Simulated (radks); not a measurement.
Results of a calculation; reference values are marked as such.
Numerical settings for neutral gold, [Xe] 4f14 5d10 6s1. Level of theory: scalar-relativistic Kohn-Sham, PBE, spin-unpolarised, spherical densities, point nucleus (a radial shooting solver on a logarithmic mesh with Libxc functionals). The defaults (mesh step 0.008 in ln r, mesh end at 40 bohr or more with all orbitals vanishing there, Anderson mixing 0.5 over 9 steps, residual threshold near 1e-9 with the energy settled to 1e-9 hartree or 1e-11 of itself, here a cap of 95 iterations) give E = -19011.871 hartree and 6s at -5.762 eV in 15 iterations. Run on one thread of a shared host, so times are rough (Arm Neoverse V2): 0.16 s of CPU time, 0.16 s wall, 15 iterations on 2728 mesh points. Changes against that run (0 stands for a change within the tolerance of the run):

| setting | iterations | converged | E (mhartree) | e(6s) (meV) | CPU (s) |
|---|---|---|---|---|---|
| mesh step in ln r 0.12 | 4 | no | diverged | - | 0.01 |
| mesh step in ln r 0.005 | 15 | yes | 0 | 0 | 0.25 |
| mesh step in ln r 0.2 | 4 | no | diverged | - | 0.01 |
| mesh end (bohr) 12 | 15 | yes | +0.00708 | +0.858 | 0.15 |
| mesh end (bohr) 5 | 14 | yes | +71.1 | +2e+03 | 0.15 |
| residual threshold 1e-16 | 95 | no | 0 | 0 | 0.42 |
| residual threshold 1e-05 | 11 | yes | 0 | -0.233 | 0.13 |
| mixing 0.2 | 18 | yes | 0 | 0 | 0.19 |
| linear mixing, mixing 0.2 | 88 | yes | 0 | 0 | 0.69 |
| linear mixing, mixing 0.5 | 30 | yes | 0 | 0 | 0.27 |
| mixing history 20 | 20 | yes | 0 | 0 | 0.2 |
| iteration cap 5 | 5 | no | +4.79 | -27.1 | 0.07 |

Settings that end as converged yet miss the energy by more than 1 mhartree: mesh end (bohr) 5 (+0.0711 hartree). A mesh that ends early acts as a hard wall.
